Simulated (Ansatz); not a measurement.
The same path of C2H6S2Si (11 atoms, charge 0, multiplicity 1) was run twice with different band settings. The coordinate that changes most is the dihedral C1–Si2–C3–S5.

These are results of RKS PBE0-D4/def2-SVP in Ansatz, not measurements.

Relaxed end points:

```xyz
11
Properties=species:S:1:pos:R:3
C -0.684 1.331 0.977
Si 0.744 0.320 0.318
C 0.048 -1.160 -0.672
S -1.126 -2.072 0.008
S 0.762 -1.415 -2.227
H -1.251 1.785 0.151
H -0.325 2.134 1.638
H -1.360 0.675 1.545
H 1.573 -0.260 1.416
H 1.632 1.128 -0.576
H 0.052 -2.524 -2.558
```

```xyz
11
Properties=species:S:1:pos:R:3
C -0.712 1.362 0.713
Si 0.763 0.214 0.542
C 0.442 -1.193 -0.712
S 1.637 -2.272 -0.983
S -1.122 -1.194 -1.461
H -0.958 1.842 -0.247
H -0.491 2.158 1.442
H -1.602 0.818 1.065
H 1.081 -0.446 1.842
H 1.962 0.951 0.049
H -0.934 -2.297 -2.230
```

Common settings: movable images 5; climbing image yes; spring 5.0 eV/Å²; start path through a guess of the saddle point; force threshold 0.05 eV/Å; iteration limit 60; end points relaxed.

| run | optimiser | largest step |
| --- | --- | --- |
| 1 | quadratic models (default) | default |
| 2 | lbfgs | 0.02 Å |

**Question.** What does each run give, and how far can it be trusted?

**Answer.** Run 1: converged after 9 iterations, highest image 0.070 eV above the first end. A vibrational analysis at the climbing image gives one clearly imaginary mode, 43i cm⁻¹: a first-order saddle point.
Run 2: converged after 42 iterations, highest image 0.073 eV above the first end. Another band between the same ends (5 images) ends at a top of the same energy, where a vibrational analysis finds 1 clearly imaginary mode.
